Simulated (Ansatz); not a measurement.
Reaction (substitution at a C–N bond): `C[NH][Ga]([F])[F]` + `O[SiH](F)[NH][GeH3]` → `C[N]([GeH3])[SiH](O)F` + `[NH2][Ga]([F])[F]`

Program: Ansatz. Geometries: PBE0-D4/def2-TZVP. ΔE: electronic, gas phase. CBS: MP2 limit from def2 TZ/QZ plus the TZ coupled-cluster correction, frozen cores. DFT in def2-TZVPP. B3LYP here is the variant with VWN-RPA as its local correlation; programs differ in this. For Ga, Ge outer-core shells are correlated without core-valence functions, which leaves a few kJ/mol of doubt a bond. Scalar relativity is left out up to krypton. Each species was taken in one conformer, which may not be the lowest.

```
             level  ΔE (kJ/mol)  difference from CCSD(T)/CBS
            PBE-D4         -2.1                          0.1
         r2SCAN-D4         -0.9                          1.3
           PBE0-D4         -1.6                          0.6
          B3LYP-D4         -1.0                          1.2
           ωB97X-V         -1.6                          0.6
           ωB97M-V         -2.7                         -0.5
            B2PLYP          1.0                          3.2
               PBE          1.0                          3.2
            r2SCAN          0.1                          2.3
              PBE0          1.2                          3.4
             B3LYP          3.9                          6.1
     HF/def2-TZVPP          7.2                          9.4
    MP2/def2-TZVPP         -3.8                         -1.6
SCS-MP2/def2-TZVPP         -1.3                          0.9
   CCSD/def2-TZVPP         -0.7                          1.5
CCSD(T)/def2-TZVPP         -2.2                          0.0
     HF/def2-QZVPP          7.6                          9.8
    MP2/def2-QZVPP         -3.7                         -1.5
SCS-MP2/def2-QZVPP         -1.1                          1.1
      HF/CBS(def2)          7.6                          9.8
     MP2/CBS(def2)         -3.8                         -1.6
    CCSD/CBS(def2)         -0.7                          1.5
       CCSD(T)/CBS         -2.2                            0
```

Largest T1 diagnostic among the species: 0.014.

The D4 term adds −4.9 kJ/mol with B3LYP and −2.8 kJ/mol with PBE0; it sums over pairs of atoms, weighted by their polarisabilities, and B3LYP, whose exchange is more repulsive, gets the larger term. In def2-TZVPP, CCSD(T) changes the Hartree–Fock value by −9.5 kJ/mol (the triples alone add −1.5 kJ/mol) and MP2 by −11.0 kJ/mol.
